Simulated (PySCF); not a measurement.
## Polarisability and C₆ of Li (lithium, neutral)

[He] 2s1, 2S determinant. Calculation: PySCF 2.14, in aug-cc-pVQZ (6s5p4d3f2g, 80 functions); the non-relativistic Hamiltonian (point nucleus). Coupled (time-dependent) response in atomic units; α is the mean over directions.

```
   method  mean α (bohr³)  C₆ (like pair)  S(−4)
      UHF           169.8            1475  37170
      PBE           143.5            1145  26720
     PBE0           147.8            1197  28310
BHandHLYP           147.0            1180  28340
```

S(−4) is the Cauchy moment in α(ω) = α(0) + S(−4) ω² + …

Reference α: 164.1 bohr³ (recommended; Schwerdtfeger and Nagle, table of static dipole polarizabilities (2023 update)). Published C₆: 1392 (Chu and Dalgarno (2004); Tang, Norbeck and Certain (1976)).

α(iu) at UHF:

```
u (hartree)  α(iu) (bohr³)
          0          169.8
     0.0500          110.0
      0.100          53.94
      0.200          18.30
      0.300          8.979
      0.500          3.590
      0.750          1.756
       1.00          1.076
       1.50         0.5570
       2.00         0.3547
       3.00         0.1870
       5.00        0.07896
```

A single London oscillator, α(iu) = α/(1 + u²/ω²), gives C₆ = (3/4) ω α². Matching the computed C₆ needs ω = 4 × 1475 / (3 × 169.8²) = 0.0682 hartree.
